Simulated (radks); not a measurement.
All-electron calculation, Dirac Kohn-Sham, PBE, spin-unpolarised, spherical densities, finite nucleus; open shells are shared between the two j in proportion to 2j + 1; Fermi nuclear charge, rms radius of each element as measured or else 0.836 A^(1/3) + 0.57 fm. Program: a radial shooting solver on a logarithmic mesh with Libxc functionals. Each species is in its NIST ground configuration. Rank F, Be, N, B, Li, Ne, C, O by radius at which the density is 0.001 e/bohr^3 (bohr), largest first.

Answer. Li 4.16, Be 4.12, B 3.90, C 3.68, N 3.47, O 3.29, F 3.13, Ne 2.98.
